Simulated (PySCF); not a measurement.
# Exercise with solution: refractive index and permittivity of the vapour

C4F6, SMILES FC1=C(F)C(F)(F)C1(F)F.

Geometry: B3LYP-D3(BJ)/def2-SVP.

PBE/def2-SVP in PySCF gives a mean static polarisability of 40.1 bohr³ and a dipole moment of 1.31 D. Take an ideal gas at 298.15 K and 1 bar, whether or not the substance is that volatile.

### Question
Work out n − 1 in the optical limit and the static ε − 1.

### Answer

Polarisability volume α' = 40.1 × 0.148185 = 5.94 Å³. Number density N = p/kT = 2.43e-5 Å⁻³.
Dilute limit of Lorentz–Lorenz: n − 1 = 2π N α' = 0.00091.
Orientation term of Debye: μ²/(3kT) = 8.098 Å³ × μ²(D²) = 13.90 Å³.
ε − 1 = 4π N (α' + μ²/3kT) = 0.0061. Orientation of the dipole supplies 70 % of the static response; it can't follow optical fields. Vibrational polarisation and dispersion are left out.
